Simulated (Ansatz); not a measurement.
One change: `[NH2][Zn][CH2]O` becomes `[NH2][Zn][CH2][TeH]`.

Ansatz, PBE0-D4/def2-TZVP geometries, multiplicity 1. Each molecule was computed in one conformer, which needn't be the lowest.

Elements past krypton have def2 core potentials. Scalar relativity is left out up to krypton. Spin–orbit coupling is left out; it splits and shifts lone-pair levels of the heavy atoms by tenths of an eV.

```
                                          property  `[NH2][Zn][CH2]O`
             HOMO energy (ωB97M-V/def2-TZVPP) / eV              -9.03
               HOMO–LUMO gap (PBE/def2-TZVPP) / eV               4.57
size of the dipole moment (ωB97M-V/def2-TZVPP) / D               0.98
                LUMO energy (PBE0/def2-TZVPP) / eV               0.04
                HOMO energy (PBE0/def2-TZVPP) / eV              -6.63
                 LUMO energy (PBE/def2-TZVPP) / eV              -0.75
```

(1) What does the change do to each property? (Estimate.)

Answers

(1) Computed: 
```json
{"property": "HOMO energy (ωB97M-V/def2-TZVPP) / eV", "`[NH2][Zn][CH2][TeH]`": "-8.11", "shift": "0.92"}
{"property": "HOMO–LUMO gap (PBE/def2-TZVPP) / eV", "`[NH2][Zn][CH2][TeH]`": "3.40", "shift": "-1.17"}
{"property": "size of the dipole moment (ωB97M-V/def2-TZVPP) / D", "`[NH2][Zn][CH2][TeH]`": "1.98", "shift": "1.00"}
{"property": "LUMO energy (PBE0/def2-TZVPP) / eV", "`[NH2][Zn][CH2][TeH]`": "-0.77", "shift": "-0.81"}
{"property": "HOMO energy (PBE0/def2-TZVPP) / eV", "`[NH2][Zn][CH2][TeH]`": "-5.99", "shift": "0.64"}
{"property": "LUMO energy (PBE/def2-TZVPP) / eV", "`[NH2][Zn][CH2][TeH]`": "-1.55", "shift": "-0.80"}
```

With PBE0 the HOMO rises by 0.64 eV and the LUMO falls by 0.81 eV, so the gap narrows by about 1.45 eV. PBE moves the HOMO by 0.36 eV and ωB97M-V by 0.92 eV. Dipoles are sizes alone; their direction can turn.

Positive LUMOs are unbound, so they and the gaps depend on the basis.
